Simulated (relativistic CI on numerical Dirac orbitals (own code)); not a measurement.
W³⁺: 5d valence photoemission

Computed with this model: Dirac-Coulomb-Breit CI, separate exchange-only KLI orbitals for each configuration, model QED (radiative potential, 1s self-energy scaled to tabulated hydrogen-like ionisation energies), valence Slater integrals scaled by 0.9, multiplet model of photoemission in the sudden approximation; configurations [Xe] 4f14 5d3 → [Xe] 4f14 5d2; 80 K; Lorentzian 0.42 eV and Gaussian 0.5 eV FWHM. Energies are those of the free ion, without screening or charge transfer. The energies are binding energies and can lie tens of eV above those of solids. S is read from ⟨S²⟩ = S(S + 1).

Field parameters in Wybourne normalisation: D3d B²₀ = −7Dσ, B⁴₀ = −14Dq − 21Dτ, B⁴₃ = −14√(10/7) Dq. The field is a parameter set, without covalency.

Computed curve for D3d, 10Dq = 37800, Dσ = -1200, Dτ = 140 cm⁻¹, scaled to 100 at the maximum (points under 2 are left out and the grid is thinned):

| Energy (eV) | Intensity |
| --- | --- |
| 36.7 | 2.1 |
| 36.8 | 2.3 |
| 36.9 | 2.6 |
| 37.0 | 2.9 |
| 37.1 | 3.2 |
| 37.2 | 3.7 |
| 37.3 | 4.2 |
| 37.4 | 4.9 |
| 37.5 | 5.7 |
| 37.6 | 6.8 |
| 37.7 | 8.3 |
| 37.8 | 10.4 |
| 37.9 | 13.4 |
| 38.0 | 17.9 |
| 38.1 | 24.6 |
| 38.2 | 34.3 |
| 38.3 | 47.1 |
| 38.4 | 62.4 |
| 38.5 | 77.9 |
| 38.6 | 90.5 |
| 38.7 | 98.0 |
| 38.8 | 100.0 |
| 38.9 | 98.3 |
| 39.0 | 94.7 |
| 39.1 | 90.1 |
| 39.2 | 83.8 |
| 39.3 | 74.8 |
| 39.4 | 63.3 |
| 39.5 | 50.6 |
| 39.6 | 38.6 |
| 39.7 | 28.6 |
| 39.8 | 21.0 |
| 39.9 | 15.7 |
| 40.0 | 12.1 |
| 40.1 | 9.7 |
| 40.2 | 8.1 |
| 40.3 | 6.8 |
| 40.4 | 5.9 |
| 40.5 | 5.1 |
| 40.6 | 4.5 |
| 40.7 | 3.9 |
| 40.8 | 3.3 |
| 40.9 | 2.9 |
| 41.0 | 2.6 |
| 41.1 | 2.3 |
| 41.2 | 2.1 |

The ground state has S = 1.48, and the centroid lies at 38.97 eV.
